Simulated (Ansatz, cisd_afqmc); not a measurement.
Species: H3BO, charge 0, singlet. H3BO (SMILES OB).
B3LYP-D3(BJ)/def2-TZVP minimum from Ansatz (a first-principles code):
```
B
O 1 1.3512
H 2 0.9632 1 114.11
H 1 1.1918 2 116.77 3 180.00
H 1 1.1973 4 122.56 2 -180.00
```
Charge 0, spin multiplicity 1.

Atomisation energy term by term, kcal/mol (programs: Ansatz, cisd_afqmc). Radicals and triplets start from unrestricted determinants; spin-orbit coupling is neglected. Cores are frozen in correlated methods. Rows without X2C or -DK are non-relativistic. AFQMC is phaseless with a CISD trial state; ± is one standard error, without the phaseless bias. Outlying blocks are dropped, and bars are widened where a walk drifts. Over all cases where full CI ran beside it in this data, AFQMC minus full CI had a median of +0.1 mEh and passed +0.4 mEh in a tenth of the cases. CBS(X,Y): correlation extrapolated as X^-3, Hartree-Fock from the larger set (Q,5: extrapolated as (X+1)exp(-9√X)). A bracket is a step between two methods taken in the basis named. '+ core + X2C': CCSD(T) terms for core correlation (cc-pwCVTZ) and scalar relativity (cc-pVTZ-DK). For partners of very few electrons the exact lower level stands in for a higher one.

```csv
term,basis,kcal/mol
Hartree-Fock,"CBS(cc-pVQZ,cc-pV5Z)",330.46
CCSD correlation,"CBS(cc-pVQZ,cc-pV5Z)",98.10
(T),"CBS(cc-pVQZ,cc-pV5Z)",5.46
CCSDT(Q) - CCSD(T),cc-pVTZ,0.06
CCSDTQ - CCSDT(Q),cc-pVDZ,-0.05
core correlation,cc-pwCVTZ,1.59
scalar relativity,"X2C, cc-pVTZ-DK",-0.35
sum: De,,435.3
```

The step beyond CCSD(T) by other levels: CCSDTQ in cc-pVDZ 0.31; AFQMC/CISD in cc-pVDZ 0.38 ± 0.20; CCSDT(Q) in cc-pVDZ 0.36 kcal/mol.
